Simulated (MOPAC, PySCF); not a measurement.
CH2OSe, SMILES `O=C[SeH]` (O–C–Se–H torsion 180°), neutral singlet in the gas phase. 

Cartesian coordinates (Å):
SMILES: [SeH]C=O
```xyz
5

O     -1.6288     0.6855     0.2637
C     -0.6417     0.1027    -0.0604
Se     1.1051     0.4589     0.7236
H     -0.6154    -0.6884    -0.8287
H      1.7809    -0.5587    -0.0983
```
Charge 0, spin multiplicity 1.

All levels are single points at this geometry (B3LYP-D3(BJ)/def2-TZVP); Pople sets use spherical d functions. Orbital energies aren't observables, and empty levels follow the basis.

B3LYP/LANL2DZ in PySCF gives dipole (D) = 3.03.

Estimate the dipole (D) from each of these levels: B3LYP-D3(BJ)/def2-TZVP in PySCF; M06-2X/def2-TZVP in PySCF; PBE-D3(BJ)/def2-TZVP in PySCF; B3LYP/6-311+G** (LANL2DZ on Se) in PySCF; B3LYP/6-31G* in PySCF; PBE/6-31G* in PySCF; HF/6-31G* in PySCF; PM6 in MOPAC.


```csv
level,dipole (D)
B3LYP-D3(BJ)/def2-TZVP in PySCF,2.59
M06-2X/def2-TZVP in PySCF,2.68
PBE-D3(BJ)/def2-TZVP in PySCF,2.44
B3LYP/6-311+G** (LANL2DZ on Se) in PySCF,2.98
B3LYP/6-31G* in PySCF,2.58
PBE/6-31G* in PySCF,2.45
HF/6-31G* in PySCF,3.04
PM6 in MOPAC,3.11
```
